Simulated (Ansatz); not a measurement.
```yaml
crystal:
  periodic: [false, false, false]
  atoms:
    - {symbol: C, position_ang: [-1.817678, -2.532012, 1.663332]}
    - {symbol: C, position_ang: [-1.144704, -1.574290, 0.704405]}
    - {symbol: C, position_ang: [0.131940, -0.931700, 1.248575]}
    - {symbol: C, position_ang: [0.853067, -0.071712, 0.236860]}
    - {symbol: C, position_ang: [0.078237, 1.208995, -0.185343]}
    - {symbol: O, position_ang: [-0.250452, 1.895243, 0.942628]}
    - {symbol: C, position_ang: [0.918645, 2.043032, -1.116065]}
    - {symbol: C, position_ang: [1.279867, 1.325227, -2.448668]}
    - {symbol: H, position_ang: [-1.122368, -3.379532, 1.863925]}
    - {symbol: H, position_ang: [-2.150008, -1.983172, 2.602520]}
    - {symbol: H, position_ang: [-2.699189, -3.027195, 1.259050]}
    - {symbol: H, position_ang: [-0.902454, -2.130720, -0.268108]}
    - {symbol: H, position_ang: [-1.863738, -0.873454, 0.368406]}
    - {symbol: H, position_ang: [0.817346, -1.769890, 1.505201]}
    - {symbol: H, position_ang: [-0.116565, -0.432096, 2.112098]}
    - {symbol: H, position_ang: [1.807712, 0.245556, 0.734530]}
    - {symbol: H, position_ang: [1.186370, -0.675881, -0.648113]}
    - {symbol: H, position_ang: [-0.707005, 0.779738, -0.804435]}
    - {symbol: H, position_ang: [-0.781789, 2.663396, 0.679897]}
    - {symbol: H, position_ang: [0.336923, 2.942799, -1.381386]}
    - {symbol: H, position_ang: [1.789572, 2.337072, -0.580007]}
    - {symbol: H, position_ang: [1.728603, 2.081525, -3.106339]}
    - {symbol: H, position_ang: [2.027842, 0.607048, -2.334010]}
    - {symbol: H, position_ang: [0.391895, 1.010023, -3.002162]}
basis:
  gaussian: {orbitals: x2c-TZVPPall}
magnetization: {spin_polarized: true, initial_magnetization: 1}
hamiltonian: {xc: {name: wB97X}}
accuracy: high
output: {forces: true}
```

```sh
$ ansatz run in.yaml --threads 4 --pin off --events-out ev --progress --plain --max-ram 66560MiB --backend cuda --devices 0, --max-vram 37GiB
```

It prints (some lines left out):

```
Error: a molecule whose nuclei and cores have a total charge of 66 cannot have a net charge of 0 together with 1 unpaired electrons
```

In this input the number of unpaired electrons doesn't fit the electron count. The input was rejected before any iteration.
